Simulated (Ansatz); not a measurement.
One geometry of Sb$_{2}$ (`[Sb]#[Sb]`), several functionals.

```yaml
crystal:
  periodic: [false, false, false]
  atoms:
    - {symbol: Sb, position_ang: [-1.047546, 0.372206, -0.531305]}
    - {symbol: Sb, position_ang: [1.047546, -0.372206, 0.531305]}
basis:
  gaussian: {orbitals: def2-TZVPP}
hamiltonian: {xc: {name: PBE-QIDH}}
```

```sh
$ ansatz run in.yaml --threads 2 --pin off --events-out ev --progress --plain --max-ram 32768MiB --backend cpu
```

Output, abridged:

```
Functional definition: PBE-QIDH
934 factors; integrals over basis functions are off by at most 6.4e-4 eV
mean field evaluation 1: about -13058.2190 eV, gradient 7.3e0 eV
mean field evaluation 2: about -13058.3247 eV, gradient 7.1e0 eV
mean field evaluation 4: about -13058.4479 eV, gradient 7.3e-1 eV
mean field evaluation 8: about -13058.4498 eV, gradient 4.2e-3 eV
mean field evaluation 16: about -13058.4498 eV, gradient 9.3e-6 eV
mean field -13058.44983102 eV, -479.8891799548 hartree, gradient 9.3e-6 eV, S^2 0.000000; 0 other end points of the search recorded, 0 dependent functions left out; unrestricted orbitals would lower it
8 core orbitals not correlated: weight in the atoms' cores, before any rotation towards them, 1.000 or more for the frozen orbitals, at most 0.000 for the correlated occupied ones
reference -13058.44983952 eV, -479.8891802673 hartree; 15, 15 occupied and 77, 77 virtual orbitals, 934 factors
second order -20.91171117 eV of doubles, -0.00000000 eV of singles
Total energy: -13065.42040991 eV, -480.1453440043 hartree
```

Hardware: 2 threads of an AMD EPYC 7R13 on a shared host. Wall time 2.6 s, peak host memory 0.23 GiB.

With the line `hamiltonian: {xc: {name: wB97M-V}}` and forces (abridged; 4.9 s):

```
Functional definition: wB97M-V
mean field -13073.71271907 eV, -480.4500807452 hartree, gradient 6.5e-6 eV, S^2 0.000000
Total energy: -13073.71275248 eV, -480.4500819729 hartree
Atom 0 force     0.594403    -0.211199     0.301475 eV/Å
Atom 1 force    -0.594403     0.211199    -0.301475 eV/Å
Dipole moment:    -0.000000     0.000000     0.000000 e Å
```

With the line `hamiltonian: {xc: lda}` (abridged; 0.96 s):

```
Functional definition: SPW92
mean field -13056.40913461 eV, -479.8141857448 hartree, gradient 5.9e-6 eV, S^2 0.000000
Total energy: -13056.40916071 eV, -479.8141867041 hartree
```

Changing it to `hamiltonian: {xc: {name: wB97X-V}}` (abridged; 3.4 s):

```
Functional definition: wB97X-V
mean field evaluation 16: about -13074.4281 eV, gradient 1.1e-5 eV
mean field -13074.42812784 eV, -480.4763715324 hartree, gradient 1.1e-5 eV, S^2 0.000000
Total energy: -13074.42812649 eV, -480.4763714829 hartree
```

Changing it to `hamiltonian: {xc: {name: CAM-B3LYP}, dispersion: d4}` (abridged; 1.7 s):

```
Functional definition: CAM-B3LYP
mean field evaluation 16: about -13075.1184 eV, gradient 9.2e-6 eV
mean field -13075.11839364 eV, -480.5017383327 hartree, gradient 9.2e-6 eV, S^2 0.000000
Total energy: -13075.17750019 eV, -480.5039104584 hartree
```

With the line `hamiltonian: {xc: {name: LC-wPBE}}` (abridged; 1.4 s):

```
Functional definition: LC-wPBE
mean field -13076.76049996 eV, -480.5620846269 hartree, gradient 5.3e-5 eV, S^2 0.000000
Total energy: -13076.76049996 eV, -480.5620846270 hartree
```
